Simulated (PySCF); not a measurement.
# Two-component Hartree-Fock for In⁺ (indium, charge +1)

Start: [Kr] 4d9 5s2 6s1; 4d3/2 filled at m_j = -3/2, -1/2, +1/2, +3/2; 4d5/2 filled at m_j = -3/2, -1/2, +1/2, +3/2, +5/2; 6s1/2 filled at m_j = +1/2. Calculated with PySCF 2.14 in x2c-TZVPall-2c with one added diffuse shell each of s, p, d, f type (9s10p6d3f, 90 functions): generalised Hartree-Fock with the X2C-1e Hamiltonian and a Gaussian nucleus; one run each with spin-orbit coupling (SO) switched off, then screened by Boettger's factors. This is a chosen level, not necessarily the ground level.

```csv
spinor shell,electrons,"ε, spin-free (eV)","ε, screened SO (eV)",weight of nominal j (screened SO),"rms radius, screened SO (bohr)"
1s1/2,2,-28101.5,-28099.0,1.000,0.0340
2s1/2,2,-4315.6,-4314.9,1.000,0.139
2p1/2,2,-3868.4,-4014.7,1.000,0.120
2p3/2,4,-3868.4,-3801.4,1.000,0.125
3s1/2,2,-874.06,-873.85,1.000,0.371
3p1/2,2,-723.95,-751.24,1.000,0.365
3d3/2,4,-491.59,-496.43,0.999,0.350
3d5/2,6,-491.59,-488.13,0.999,0.353
4s1/2,2,-163.11,-163.05,1.000,0.902
4p1/2,2,-115.44,-121.14,0.988,0.963
4p3/2,4,-115.44,-112.76,0.994,0.991
4d3/2,4,-45.491,-46.327,0.918,1.21
4d5/2,5,-45.491,-44.850,0.934,1.23
5s1/2,2,-23.194,-23.191,1.000,2.49
6s1/2,1,-7.105,-7.104,1.000,6.31
```

(1) Where does 3p3/2 lie, and what is the 3p spin-orbit splitting (screened SO)?

```
   quantity    spin-free  screened SO
E (hartree)  -5876.51182  -5877.80774
        M_J            3            3
       ⟨J²⟩       12.005       12.005
       ⟨L²⟩        6.004        6.020
       ⟨S²⟩        2.001        2.017
```

Each row is a mean over spinors that exchange with the open shell spreads, by up to 6.326 eV (4p3/2).

Breit and QED terms are absent; they matter most for the inner s and p1/2 levels.

Densities and radii are taken from the X2C orbitals without a picture-change correction, which distorts them close to the nucleus.

Without spin-orbit coupling the j labels of p, d and f shells carry no meaning; the spin-free column gives the mean over the occupied spinors of each nl shell.

Results:

(1) At -711.34 eV, 39.907 eV above 3p1/2.
